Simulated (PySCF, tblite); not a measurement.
Isomers of C6H13FOSi, one GFN2-xTB conformer each. Single-point energies are computed at PBE0/pcSseg-1 (PySCF, gas phase, no added dispersion term), electronic only.

Question: Rank them by PBE0/pcSseg-1 energy, lowest first (kcal/mol).
A. `[CH2:1]=[C:2]([CH3:3])[SiH2:4][C@H:5]([F:6])[O:7][CH2:8][CH3:9]` with C1–C2–Si4–C5 120°, C2–Si4–C5–F6 -171°, Si4–C5–O7–C8 -176°, C5–O7–C8–C9 175°
B. `[CH3:1][CH:2]([CH3:3])[C@@H:4]1[CH2:5][CH2:6][O:7][Si@@H:8]1[F:9]` with C1–C2–C4–C5 178°, C2–C4–C5–C6 -157°, C4–C5–C6–O7 39°, C5–C6–O7–Si8 -27°, C6–O7–Si8–F9 124°
C. `[CH3:1][CH:2]([CH3:3])[C@@H:4]1[SiH2:5][O:6][CH2:7][C@H:8]1[F:9]` with C1–C2–C4–Si5 -59°, C2–C4–Si5–O6 -141°, C4–Si5–O6–C7 -3°, Si5–O6–C7–C8 23°, O6–C7–C8–F9 -159°
D. `[CH3:1][CH2:2]/[CH:3]=[C:4](/[CH3:5])[O:6][SiH2:7][CH2:8][F:9]` with C1–C2–C3–C4 -108°, C3–C4–O6–Si7 -178°, C4–O6–Si7–C8 -176°, O6–Si7–C8–F9 91°
E. `[CH3:1][CH2:2]/[CH:3]=[C:4](/[CH2:5][CH2:6][F:7])[SiH2:8][OH:9]` with C1–C2–C3–C4 -122°, C3–C4–C5–C6 101°, C4–C5–C6–F7 -66°, C3–C4–Si8–O9 176°, C4–Si8–O9–H -178°
F. `[CH3:1][CH:2]([CH3:3])[CH2:4][SiH2:5][O:6]/[CH:7]=[CH:8]/[F:9]` with C1–C2–C4–Si5 -56°, C2–C4–Si5–O6 -170°, C4–Si5–O6–C7 -179°, Si5–O6–C7–C8 1°

Answer: B (0.0), C (49.2), E (58.2), D (69.0), F (70.1), A (89.8).

As drawn, the lowest has an Si–O bond and an Si–F bond, which the highest lacks; the highest has a C=C bond outside aromatic rings, which the lowest lacks. Neighbours under 2.5 kcal/mol apart (CC/C=C(/C)O[SiH2]CF and CC(C)C[SiH2]O/C=C/F) can change places with a better method, another conformer or zero-point energy. GFN2-xTB itself gives, in the same order: 0.0, 36.6, 58.3, 55.9, 58.6, 100.9. Both levels put the same isomer lowest; measured from each level's own lowest isomer, the values differ by up to 13.1 kcal/mol (CC/C=C(/C)O[SiH2]CF: 55.9 against 69.0).

Question: Which frontier levels, dipoles and rotational constants go with these structures?

Answer: 
```json
{"SMILES": "CC(C)[C@@H]1CCO[Si@@H]1F", "HOMO (eV, PBE0/pcSseg-1)": "-8.18", "LUMO (eV)": "1.00", "dipole (D)": "2.78", "A, B, C (MHz)": "1954, 1121, 797.9"}
{"SMILES": "CC(C)[C@@H]1[SiH2]OC[C@H]1F", "HOMO (eV, PBE0/pcSseg-1)": "-8.06", "LUMO (eV)": "0.27", "dipole (D)": "1.37", "A, B, C (MHz)": "1798, 1204, 764.0"}
{"SMILES": "CC/C=C(/CCF)[SiH2]O", "HOMO (eV, PBE0/pcSseg-1)": "-7.10", "LUMO (eV)": "-0.01", "dipole (D)": "2.07", "A, B, C (MHz)": "1437, 926.9, 633.1"}
{"SMILES": "CC/C=C(/C)O[SiH2]CF", "HOMO (eV, PBE0/pcSseg-1)": "-6.44", "LUMO (eV)": "0.55", "dipole (D)": "2.16", "A, B, C (MHz)": "1655, 759.8, 563.2"}
{"SMILES": "CC(C)C[SiH2]O/C=C/F", "HOMO (eV, PBE0/pcSseg-1)": "-6.71", "LUMO (eV)": "0.39", "dipole (D)": "2.53", "A, B, C (MHz)": "4080, 455.9, 450.0"}
{"SMILES": "C=C(C)[SiH2][C@H](F)OCC", "HOMO (eV, PBE0/pcSseg-1)": "-7.53", "LUMO (eV)": "-0.19", "dipole (D)": "2.07", "A, B, C (MHz)": "1846, 811.5, 608.1"}
```

Question: What happens when harmonic zero-point energies from GFN2-xTB frequencies are added?

Answer: 
```csv
SMILES,ZPE (kcal/mol),electronic (kcal/mol),with ZPE (kcal/mol)
CC(C)[C@@H]1CCO[Si@@H]1F,114.6,0.0,0.0
CC(C)[C@@H]1[SiH2]OC[C@H]1F,112.5,49.2,47.0
CC/C=C(/CCF)[SiH2]O,110.1,58.2,53.7
CC/C=C(/C)O[SiH2]CF,109.8,69.0,64.2
CC(C)C[SiH2]O/C=C/F,110.3,70.1,65.7
C=C(C)[SiH2][C@H](F)OCC,108.8,89.8,83.9
```

The zero-point energies span 5.8 kcal/mol. The order is unchanged.
